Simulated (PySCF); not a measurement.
Se(Me)(Et) (C3H8Se), SMILES CC[Se]C.

The structure is a stationary point at B3LYP-D3(BJ)/def2-SVP. The values are those of a single conformer.

Two levels are set side by side: TDA-PBE/def2-SVPD (PySCF) and TDA-PBE0/def2-SVPD (PySCF). Vertical, same geometry. The lowest singlet is HOMO→LUMO 99 % with PBE and HOMO→LUMO 96 % with the other functional; states are paired by order. Differences are taken from unrounded values.

```csv
quantity,TDA-PBE
lowest singlet excitation (eV),4.39
lowest triplet excitation (TDA) (eV),3.99
first bright state (f over 0.05) (eV),6.93
its oscillator strength,0.08
```

Question: These are the TDA-PBE values. What does TDA-PBE0 give? (The exact figures need the calculation; the answer reports its results.)

Answer: 
| quantity | TDA-PBE0 | TDA-PBE minus TDA-PBE0 |
|---|---|---|
| lowest singlet excitation (eV) | 4.69 | -0.30 |
| lowest triplet excitation (TDA) (eV) | 4.21 | -0.22 |
| first bright state (f over 0.05) (eV) | 5.57 | 1.35 |
| its oscillator strength | 0.05 | 0.03 |

Functionals without exact exchange tend to place singlet excitations lower, as here. Differences between two approximate levels are no errors against the true value.

Rough cost on one machine, each run with all the roots and properties that it gave: TDA-PBE0 against TDA-PBE within a factor of 2.
